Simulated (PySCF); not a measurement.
A small calculation by hand: dipole moment from atomic charges

BFH4OSi, SMILES FBO[SiH3]. Atoms are numbered in the order given.

```xyz
8

B     -0.5450     1.3211     0.0000
F      0.7237     1.7487     0.0000
H     -1.4335     2.1282     0.0000
O     -0.8040    -0.0028     0.0000
Si     0.1932    -1.3687     0.0000
H      1.0421    -1.3736    -1.2182
H      1.0421    -1.3736     1.2182
H     -0.7119    -2.5409     0.0000
```
Charge 0, spin multiplicity 1.

Geometry: TPSSh-D3(BJ)/def2-SVP. The values are those of a single conformer.

Charges (e) from HF/def2-TZVPD (PySCF):

```json
[
 {"atom": "B1", "IAO": "0.664", "ESP fit": "0.775"},
 {"atom": "F2", "IAO": "-0.404", "ESP fit": "-0.352"},
 {"atom": "H3", "IAO": "-0.037", "ESP fit": "-0.168"},
 {"atom": "O4", "IAO": "-0.745", "ESP fit": "-0.525"},
 {"atom": "Si5", "IAO": "1.072", "ESP fit": "0.544"},
 {"atom": "H6", "IAO": "-0.186", "ESP fit": "-0.091"},
 {"atom": "H7", "IAO": "-0.186", "ESP fit": "-0.091"},
 {"atom": "H8", "IAO": "-0.178", "ESP fit": "-0.093"}
]
```

The dipole moment of the full density is 0.99 D.

What dipole moment does each set of point charges give, and which comes closer to that of the density?


μ = Σ q r, and 1 e Å = 4.8032 D.
IAO: Σ q r = (-0.056, -0.410, 0.000) e Å, |μ| = 1.99 D.
ESP fit: Σ q r = (-0.033, -0.206, 0.000) e Å, |μ| = 1.00 D.
ESP fit comes closer in size. Point charges leave out the atoms' own dipoles (lone pairs, polarised bonds); fits to the potential absorb them, partitions of the density don't.
